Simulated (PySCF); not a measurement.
## Working out the ionisation energy of O²⁺

O²⁺ [He] 2s2 2p2 (3P) → O³⁺ [He] 2s2 2p1 (2P). Calculation: PySCF 2.14, in aug-cc-pVDZ (4s3p2d, 23 functions); no relativity, point nucleus. Frozen: 1s2. Energies in hartree (1 hartree = 27.21139 eV):

| part | O²⁺ (lower) | O³⁺ (upper) |
| --- | --- | --- |
| UHF | -73.083444 | -71.075675 |
| CCSD correlation | -0.079022 | -0.082258 |
| (T) | -0.000660 | -0.000492 |

Question: What does Hartree-Fock give?

Answer: (-71.075675) − (-73.083444) = 2.007769 hartree = 54.634 eV.

Question: What do CCSD and CCSD(T) give?

Answer: The CCSD correlation energies differ by -0.003236 hartree = -0.088 eV and the triples by 0.000168 hartree = 0.005 eV, so CCSD gives 54.546 eV and CCSD(T) 54.551 eV.

Reference: 54.936 eV (semi-empirical (NIST evaluation); NIST Atomic Spectra Database, ionization energies), between the lowest levels; spin-orbit coupling is absent from the calculation.

A double-zeta basis recovers only part of the correlation energy.

What remains against the reference includes basis incompleteness, the frozen core and higher excitations.
